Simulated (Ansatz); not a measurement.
PBE exchange is replaced step by step with exact exchange (0 % is PBE, 25 % PBE0; no dispersion term), basis def2-TZVP, Ansatz. System: (MgO)2 ring (Mg₂O₂). Total charge 0; singlet. Geometry: r2SCAN-D4/def2-TZVP.

Geometry of the singlet:

```tsv
atom	x (Å)	y (Å)	z (Å)
Mg1	-0.4025	0.3694	-1.0641
O2	-0.3613	1.2579	0.5734
Mg3	0.4025	-0.3694	1.0641
O4	0.3614	-1.2579	-0.5734
```

| exact exchange (%) | HOMO (eV) | LUMO (eV) | gap (eV) |
| --- | --- | --- | --- |
| 0 | -4.51 | -3.14 | 1.37 |
| 5 | -4.75 | -2.99 | 1.76 |
| 15 | -5.27 | -2.70 | 2.57 |
| 25 | -5.81 | -2.42 | 3.39 |
| 35 | -6.36 | -2.13 | 4.23 |
| 50 | -7.16 | -1.72 | 5.44 |

(1) Fit a straight line to the column «gap (eV)» against the share of exact exchange and predict its value at 10 %.

## Answers

(1) With x = exact exchange (%) and y = gap (eV): mean x = 21.67, mean y = 3.127; Σ(x − x̄)(y − ȳ) = 145.7, Σ(x − x̄)² = 1783; slope b = 0.08172, intercept a = ȳ − b·x̄ = 1.356. The residuals of the fitted rows reach 0.01. At x = 10 the line gives 1.356 + (0.08172 × 10) = 2.17; the run gave 2.16, 0.01 less than the line.
